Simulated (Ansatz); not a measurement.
Basis-set extrapolation for CH9NOSi2, SMILES `C[SiH](N)[SiH2]O` (PBE0-D4/def2-TZVP geometry, frozen core, the Gaussian-basis code of Ansatz). Multiplicity 1, RHF reference.

```csv
,def2-TZVPP,def2-QZVPP
HF,-750.464940,-750.491640
MP2 correlation,-0.886800,-0.952605
CCSD(T) correlation,-0.976067,not run
```

Energies in hartree. Use E(X) = E(∞) + A·exp(−7.88·√X) for Hartree–Fock and E(X) = E(∞) + B·X^(−2.97) for correlation, with X = 3 and 4, and add CCSD(T) minus MP2 of the smaller set to the MP2 limit.

Q: What is the CCSD(T) energy at the basis-set limit?

A: HF limit: -750.491640 + (-0.026700) × 0.13774 = -750.49532. MP2 limit: -0.952605 + (-0.065805) × 0.74074 = -1.00135. Higher-order term: -0.976067 − (-0.886800) = -0.08927. Total: -751.58594 hartree, 90.9 kcal/mol below CCSD(T)/def2-TZVPP.
